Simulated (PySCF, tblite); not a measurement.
Calculations on `C(=[CH]\[GaH][F])(/CC=C)F`, in the order of a workflow; each names the level of the geometry that it ran on. Settings lines and outputs come from a driver script.

Species: C5H7F2Ga.
Numbering: `[CH2:1]=[CH:2][CH2:3]/[C:4]([F:5])=[CH:6]/[GaH:7][F:8]` (hydrogens: H9, H10 on C1; H11 on C2; H12, H13 on C3; H14 on C6; H15 on Ga7)

Step 1: GFN2-xTB geometry optimisation, gas phase (tblite 0.8.0) (from a force-field or distance-geometry start)
```json
{"job": {"kind": "relax", "xc": "GFN2-xTB", "basis": "xTB"}, "charge": 0, "multiplicity": 1}
```
```
step      E/eV     max force
  0    -677.98274    3.721
  1    -678.27042    1.655
  2    -678.39001    0.801
...
 91    -678.66702    0.017
 92    -678.66709    0.018
 93    -678.66714    0.015
 94    -678.66716    0.010
 95    -678.66718    0.010
```

Energy lowered by 15.8 kcal/mol over 95 steps; largest atomic force 0.010 eV/Å at the end. «max force» is the largest atomic force in eV/Å.

On one thread of an Arm Neoverse N1, no GPU, shared host with 64 logical CPUs at a one-minute load of 60, this took 0.96 s wall.

Step 2: GFN2-xTB harmonic vibrations, gas phase (tblite 0.8.0) (on the GFN2-xTB geometry)
```json
{"job": {"kind": "ir", "xc": "GFN2-xTB", "basis": "xTB"}, "charge": 0, "multiplicity": 1}
```
```
(table of modes left out)
```

39 modes from 28 to 3134 cm⁻¹ (unscaled, harmonic); zero-point energy 62.3 kcal/mol; all wavenumbers are real at this level.

The run took 0.78 s of wall time on one thread of an Arm Neoverse N1, on a shared host.

Step 3: TDDFT B3LYP/def2-SVPD, vertical, gas phase, core orbitals frozen in the response (PySCF 2.14.0, density-fitted response routines) (on the GFN2-xTB geometry)
```json
{"job": {"kind": "uv", "xc": "B3LYP", "basis": "def2-SVPD", "nstates": 8, "ntriplets": 3}, "charge": 0, "multiplicity": 1}
```
```
...
Static polarisability (au): isotropic 88.800, principal 69.486 79.208 117.705
Singlet excitations
state   eV       nm        f      main configurations
  1   5.5941    221.6   0.07810   H->L 0.81
  2   5.9028    210.0   0.00918   H-1->L 0.70, H-2->L 0.18
  3   6.1862    200.4   0.03091   H-2->L 0.75, H-1->L 0.10
  4   6.3256    196.0   0.12248   H->L+1 0.79
  5   6.5236    190.1   0.02286   H-1->L+1 0.62, H-2->L+1 0.15, H->L+3 0.11
  6   6.6942    185.2   0.00776   H->L+2 0.52, H->L+3 0.16, H-1->L+2 0.14
  7   6.8114    182.0   0.00594   H-2->L+1 0.65, H-1->L+1 0.13
  8   6.9625    178.1   0.06165   H->L+3 0.56, H-1->L+2 0.15, H->L+4 0.08
Triplet excitations (Tamm-Dancoff, eV): 4.3465 4.5210 5.5444
```

HOMO -7.67 eV, LUMO -1.26 eV; lowest singlet 5.59 eV; lowest triplet 4.35 eV (Tamm–Dancoff); mean polarisability 88.8 au.

Hardware: Arm Neoverse N1, one thread, on a shared host. Cost: 1.9 min of wall time (grids of density and orbitals included), 0.96 GiB resident at most.

Geometry of the electronic-property runs (GFN2-xTB):
```
atom  x, y, z in Å
C1    -2.225    1.723    0.525
C2    -1.639    0.766   -0.167
C3    -1.071   -0.486    0.445
C4     0.398   -0.553    0.205
F5     1.114    0.372    0.981
C6     1.155   -1.272   -0.606
Ga7    3.026   -0.659   -0.190
F8     4.077   -1.792    0.626
H9    -2.341    1.661    1.595
H10   -2.618    2.606    0.052
H11   -1.521    0.844   -1.240
H12   -1.261   -0.489    1.521
H13   -1.536   -1.366   -0.006
H14    0.705   -2.020   -1.241
H15    3.735    0.674   -0.464
```

 (This holds for the electronic-property runs.)

One conformer stands for the species.
